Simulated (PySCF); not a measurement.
NICS in isomers of C5H7ClSSi.

NICS = −σ at a ghost point: NICS(0) at the centroid of the ring atoms, NICS(1) 1 Å to either side along the normal of their mean plane, zz for the tensor component along that normal. Level: GIAO PBE0/pcSseg-1 (PySCF, non-relativistic, gas phase) on the GFN2-xTB geometries, one conformer each. Atom numbers follow the mapped SMILES.

Question: Order these rings by mean NICS(1)zz, lowest (most negative) first (ppm).
A. ring C3–C4–C5–C6–Si8 in `[CH3:1][S:2][C:3]1=[CH:4][CH:5]=[C:6]([Cl:7])[SiH2:8]1`
B. ring C4–C5–C6–C7–S8 in `[Cl:1][CH2:2][SiH2:3][c:4]1[cH:5][cH:6][cH:7][s:8]1`
C. ring C2–C3–C4–C5–S8 in `[CH3:1][c:2]1[cH:3][cH:4][c:5]([SiH2:6][Cl:7])[s:8]1`
D. ring C3–S4–C5–C6–C7 in `[CH3:1][SiH2:2][c:3]1[s:4][cH:5][cH:6][c:7]1[Cl:8]`
E. ring C3–C4–C5–C6–Si7 in `[CH3:1][S:2][C:3]1=[CH:4][CH:5]=[CH:6][Si@H:7]1[Cl:8]`
F. ring C3–C4–C5–C6–S8 in `[SiH3:1][CH2:2][c:3]1[cH:4][cH:5][c:6]([Cl:7])[s:8]1`

Answer: B (-28.4), D (-25.6), C (-24.1), F (-20.6), A (4.4), E (7.7).

| SMILES | ring | NICS(0) | NICS(1) | NICS(1)zz | HOMA | rms pucker (Å) | ring atoms with four or more neighbours |
| --- | --- | --- | --- | --- | --- | --- | --- |
| ClC[SiH2]c1cccs1 | 5-membered ring with S; formal bonds all aromatic | -12.8 | -11.9 | -28.4 | 0.80 | 0.00 | 0 |
| C[SiH2]c1sccc1Cl | 5-membered ring with S; formal bonds all aromatic | -12.8 | -11.1 | -25.6 | 0.80 | 0.00 | 0 |
| Cc1ccc([SiH2]Cl)s1 | 5-membered ring with S; formal bonds all aromatic | -11.0 | -10.6 | -24.1 | 0.77 | 0.00 | 0 |
| [SiH3]Cc1ccc(Cl)s1 | 5-membered ring with S; formal bonds all aromatic | -11.5 | -9.5 | -20.6 | 0.73 | 0.00 | 0 |
| CSC1=CC=C(Cl)[SiH2]1 | 5-membered ring with Si; formal bonds 2 double, 3 single | 0.6 | -1.2 | 4.4 | – | 0.00 | 1 |
| CSC1=CC=C[Si@H]1Cl | 5-membered ring with Si; formal bonds 2 double, 3 single | 3.4 | 0.1 | 7.7 | – | 0.01 | 1 |

NICS(0) gives another order. The isotropic NICS(1) gives the same order. Over the 4 rings with a HOMA value its correlation coefficient with NICS(1)zz is -0.95. HOMA uses Krygowski's 1993 parameters; it is left out where a ring has a four-coordinate atom, a triple bond, no multiple bond or a kind of bond without parameters. NICS(1) and NICS(1)zz are means over the two faces.
